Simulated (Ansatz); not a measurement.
Molecule: bicarbonate, CHO₃ (charge -1, singlet). It need not be the lowest isomer of its formula. 
Structure (B3LYP-D3(BJ)/def2-TZVP (Ansatz, an electronic-structure program) minimum search):
```
C
O 1 1.2323
O 1 1.2486 2 132.63
O 1 1.4499 2 114.04 3 180.00
H 4 0.9647 1 101.83 2 180.00
```
Charge -1, spin multiplicity 1.

Q: Give the harmonic wavenumbers at B3LYP-D3(BJ)/def2-TZVP (Ansatz, finite differences of forces, unscaled).

A: 538, 548, 623, 823, 852, 1193, 1302, 1780, 3777 cm⁻¹. Zero-point energy 16.3 kcal/mol.

Q: From these and the geometry, give the ideal-gas thermochemistry at 298.15 K and 1 atm (rigid rotor, harmonic oscillator).

A: Point group Cs, rotational symmetry number 1. Rotational constants 12.27, 11.49, 5.934 GHz. S(trans) 38.25, S(rot) 23.47, S(vib) 1.96, S(elec, spin only) 0.00, S 63.7 cal/(mol K). H(298) - H(0) 2.81 kcal/mol; G - E(el) 0.2 kcal/mol.
